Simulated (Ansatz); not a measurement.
```xyz
4

S    -0.0439    0.1226   -0.0178
O     1.3696    0.0520    0.0582
O    -0.6977    1.2208   -0.0669
O    -0.6406   -1.2916    0.0328
```

Basis set: 6-31G (spherical functions). Frozen core: 8 orbitals. Charge 0, multiplicity 1.

Computed with Ansatz (development build ahead of 0.2.0); each method stands on the lowest determinant of its kind that the runs found. Restricted open shells among the atoms or ions are ROHF, correlated in semicanonical orbitals with singles.

Give the atomization energy at this shape (free ground-state atoms in the same class of orbitals less the molecule, no zero-point energy) of singlet SO₃ by RHF-MP2, RHF.

| method | atomization energy |
| --- | --- |
| RHF-MP2 | -0.37 eV |
| RHF | -8.68 eV |

Caution: no unrestricted run beside it, a lower state can exist; the shape is not the minimum. Caution for RHF: the molecule lies well above its atoms at this level.

This basis has no polarisation functions and is too small for such energies, which can lie far from measured ones in either direction.
